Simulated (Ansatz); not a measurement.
Reaction (substitution at a C–O bond): `CO[CH2][ZnH]` + `O[SiH2]N[SiH2]Cl` → `CO[SiH2]N[SiH2]Cl` + `O[CH2][ZnH]`

Program: Ansatz. Geometries: PBE0-D4/def2-TZVP. ΔE: electronic, gas phase. CCSD(T)/CBS is the MP2 limit (def2-TZVPP, def2-QZVPP) plus CCSD(T) − MP2 in def2-TZVPP, frozen cores. DFT in def2-TZVPP. For Zn outer-core shells are correlated without core-valence functions, which leaves a few kJ/mol of doubt a bond. Scalar relativity is left out up to krypton. One conformer a species, not always the lowest.

```json
{"species": "`CO[CH2][ZnH]`", "ωB97M-V energy (Eh)": "-1934.28336"}
{"species": "`O[SiH2]N[SiH2]Cl`", "ωB97M-V energy (Eh)": "-1172.91267"}
{"species": "`CO[SiH2]N[SiH2]Cl`", "ωB97M-V energy (Eh)": "-1212.19830"}
{"species": "`O[CH2][ZnH]`", "ωB97M-V energy (Eh)": "-1894.98826"}
```

(1) Work out ΔE.

Largest T1 diagnostic among the species: 0.014.

## Answers

(1) ΔE = (-1212.19830) + (-1894.98826) − (-1934.28336) − (-1172.91267) = 0.00947 Eh = +24.9 kJ/mol. CCSD(T)/CBS gives +26.1 kJ/mol.

The D4 term adds −5.0 kJ/mol with B3LYP and −3.1 kJ/mol with PBE0; it sums over pairs of atoms, weighted by their polarisabilities, and B3LYP, whose exchange is more repulsive, gets the larger term.

B3LYP here is the variant with VWN-RPA as its local correlation; programs differ in this.
